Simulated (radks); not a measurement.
Yb II, 69 electrons, occupied as [Kr] 4d10 4f14 5s2 5p5.75 6s1.25 (fractional occupations, a model configuration). Calculated with a radial shooting solver on a logarithmic mesh with Libxc functionals: non-relativistic Kohn-Sham, TPSS, spin-polarised, spherical densities, point nucleus; open shells are filled with parallel spins first (spin-orbit coupling, left out, can overturn this in heavy ions); meta-GGA in the generalised Kohn-Sham scheme; relativity is left out, which matters for an element this heavy.

Unscreened Slater integrals over Kohn-Sham orbitals (eV). They are taken over the spin-up orbitals.

| integral | value |
|---|---|
| F0(6s,6s) | 6.5009 |
| F0(6s,4f) | 8.4859 |
| G3(6s,4f) | 0.24442 |
| F0(6s,5p) | 8.0983 |
| G1(6s,5p) | 0.54330 |
| F0(4f,4f) | 34.506 |
| F2(4f,4f) | 16.088 |
| F4(4f,4f) | 10.037 |
| F6(4f,4f) | 7.2057 |
| F0(4f,5p) | 20.017 |
| F2(4f,5p) | 6.3301 |
| G2(4f,5p) | 3.1483 |
| G4(4f,5p) | 2.4271 |
| F0(5p,5p) | 16.432 |
| F2(5p,5p) | 8.8292 |

Derived for the open shells (J is the average intra-shell exchange parameter used in DFT+U). 5p: J = F2/5 = 1.766 eV.
